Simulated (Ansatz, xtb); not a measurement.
# A geometry optimisation of AlAsH2Si with r2SCAN-D4/def2-SVP

The starting geometry of this gas-phase triplet was built from a drawn formula by distance geometry; its bonds are those of `[Al][AsH]#[SiH]`.

```tsv
atom	x (Å)	y (Å)	z (Å)
Al	-3.1975	-2.0598	-1.6236
As	-1.6692	-0.8103	-0.0698
Si	-0.4199	-1.1005	1.3740
H	-1.3195	0.5882	-0.9066
H	0.6456	-1.4226	2.3547
```

Problem. Predict what becomes of its bonds when it is optimised with r2SCAN-D4/def2-SVP.

Solution. A new bond forms, giving a structure given below by its coordinates. Distances that change by over a tenth: As2–Si3 (1.93 → 2.45 Å). Contacts that close: Al1–Si3 (4.20 → 2.40 Å).

The energy falls by 2.91 eV over 23 steps:

```
step  E − E(last) (eV)
   1             2.911
   3             1.187
   6             0.982
   8             0.935
  11             0.636
  13             0.455
  16             0.208
  18             0.035
  21             0.000
  23             0.000
```

Final geometry (Å):

```yaml
atoms:
  - { symbol: Al, position_ang: [-2.4995, -1.8419, -0.2865] }
  - { symbol: As, position_ang: [-0.5404, -0.3467, -0.8300] }
  - { symbol: Si, position_ang: [-1.0717, -1.0210, 1.4604] }
  - { symbol: H, position_ang: [-1.8648, 0.4470, -0.9210] }
  - { symbol: H, position_ang: [0.0159, -2.0424, 1.7058] }
```

From the same start GFN2-xTB ends elsewhere, differing in Al1–Si3 (3.64 against 2.40 Å here), Al1–H4 (1.65 against 2.46 Å here), As2–H4 (3.96 against 1.55 Å here).

The end wasn't checked by frequencies. Open shells are spin-unrestricted. The triplet needn't be the ground state. Run with Ansatz 0.2.0, 120 s on 1 thread of Intel(R) Xeon(R) 6975P-C (Granite Rapids), with other jobs on the host.
